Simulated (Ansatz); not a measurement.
One change: `C[Si](F)(S)Cl` becomes `B[Si](C)(F)Cl`.

Ansatz, PBE0-D4/def2-TZVP geometries, multiplicity 1. Each molecule was computed in one conformer, which needn't be the lowest.

```json
{"property": "HOMO–LUMO gap (PBE/def2-TZVPP) / eV", "`C[Si](F)(S)Cl`": "5.95"}
{"property": "HOMO energy (PBE0/def2-TZVPP) / eV", "`C[Si](F)(S)Cl`": "-7.96"}
{"property": "size of the dipole moment (PBE/def2-TZVPP) / D", "`C[Si](F)(S)Cl`": "2.36"}
{"property": "size of the dipole moment (B3LYP/def2-TZVPP) / D", "`C[Si](F)(S)Cl`": "2.40"}
{"property": "HOMO energy (B3LYP/def2-TZVPP) / eV", "`C[Si](F)(S)Cl`": "-7.69"}
{"property": "LUMO energy (B3LYP/def2-TZVPP) / eV", "`C[Si](F)(S)Cl`": "-0.09"}
```

Task: What does the change do to each property? (An estimate is asked.)

Result: Computed: 
```json
{"property": "HOMO–LUMO gap (PBE/def2-TZVPP) / eV", "`B[Si](C)(F)Cl`": "3.31", "shift": "-2.64"}
{"property": "HOMO energy (PBE0/def2-TZVPP) / eV", "`B[Si](C)(F)Cl`": "-8.24", "shift": "-0.28"}
{"property": "size of the dipole moment (PBE/def2-TZVPP) / D", "`B[Si](C)(F)Cl`": "2.02", "shift": "-0.34"}
{"property": "size of the dipole moment (B3LYP/def2-TZVPP) / D", "`B[Si](C)(F)Cl`": "2.16", "shift": "-0.24"}
{"property": "HOMO energy (B3LYP/def2-TZVPP) / eV", "`B[Si](C)(F)Cl`": "-8.04", "shift": "-0.35"}
{"property": "LUMO energy (B3LYP/def2-TZVPP) / eV", "`B[Si](C)(F)Cl`": "-2.85", "shift": "-2.76"}
```

With PBE0 the HOMO falls by 0.28 eV and the LUMO falls by 2.86 eV, so the gap narrows by about 2.58 eV. PBE moves the HOMO by -0.28 eV and ωB97M-V by -0.22 eV. Dipoles are sizes alone; their direction can turn.

B3LYP here is the variant with VWN-RPA as its local correlation; programs differ in this.
